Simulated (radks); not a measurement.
Neutral arsenic inside a hard spherical wall (all orbitals vanish at R), configuration held at [Ar] 3d10 4s2 4p3 and not refilled when levels cross. All-electron calculation, non-relativistic Kohn-Sham, PBE, spin-polarised, spherical densities, point nucleus; open shells are filled with parallel spins first. Program: a radial shooting solver on a logarithmic mesh with Libxc functionals. Eigenvalues in eV for spin up, with the zero of energy where the potential of the charges vanishes at infinity; a dash marks a level that is unbound or too diffuse for the functional's potential to be trusted. A positive occupied level is held by the wall or, in an anion where self-interaction has pushed it up, behind a barrier. The pressure on the wall is -dE/dV.

R (bohr)  E (hartree)  kinetic (hartree)    e(3p)    e(3d)    e(4s)   e(4p)  e(5s, empty)  e(5p, empty)  pressure (GPa)
free      -2235.53176           2234.139  -131.96  -41.459  -14.777  -5.955             -             -               0
20        -2235.53176           2234.139  -131.96  -41.459  -14.777  -5.955             -             -        < 0.0001
8         -2235.53020           2234.154  -131.84  -41.344  -14.689  -5.866         1.110         3.707          0.0740
7         -2235.52606           2234.184  -131.64  -41.138  -14.537  -5.704         2.465         5.822           0.353
5         -2235.45112           2234.605  -129.64  -39.166  -13.124  -4.018        11.170        17.437            10.4
3.5       -2234.83314           2237.148  -122.27  -31.953   -6.962   3.823        41.502        52.336             204
2         -2226.03287           2264.557  -87.663    2.431   48.692  68.523        238.79        256.84           11700
